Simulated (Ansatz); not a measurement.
A structure relaxed at PBE0-D4/def2-SVP in Ansatz, charge 0, singlet:

Cartesian coordinates in Å:
```
Ge -0.0048 -0.0318 0.0223
Cl 0.3064 1.9477 -0.8869
N -1.7759 -0.2709 0.2948
C -2.6855 0.8167 0.5763
H -2.1691 -0.9989 -0.2938
H -3.6004 0.4408 1.0646
H -2.2199 1.5269 1.2776
H -2.9884 1.4007 -0.3139
N 0.8842 -0.0925 1.5959
C 2.1250 0.6134 1.8230
H 0.2619 -0.1040 2.3980
H 2.6645 0.1821 2.6827
H 2.7855 0.5065 0.9485
H 2.0076 1.6989 2.0028
N 0.6296 -1.3034 -1.0959
C 0.6003 -1.1667 -2.5346
H 1.4642 -1.7591 -0.7403
H 0.7034 -2.1517 -3.0196
H -0.3697 -0.7556 -2.8549
H 1.3810 -0.4992 -2.9466
```

(1) Give its formula, name or SMILES and point group.

(2) Summarise the bond lengths by kind (pairs closer than 1.2 times the sum of covalent radii, bridged metal pairs left out).

## Answers

(1) GeCl(NHMe)3 (C₃H₁₂ClGeN₃). Point group C3 (tolerance 0.1 Å).

(2) 3 × Ge–N 1.81 Å; 3 × C–N 1.45 Å; 1 × Cl–Ge 2.20 Å; 9 × C–H 1.10 to 1.11 Å; 3 × H–N 1.02 Å.
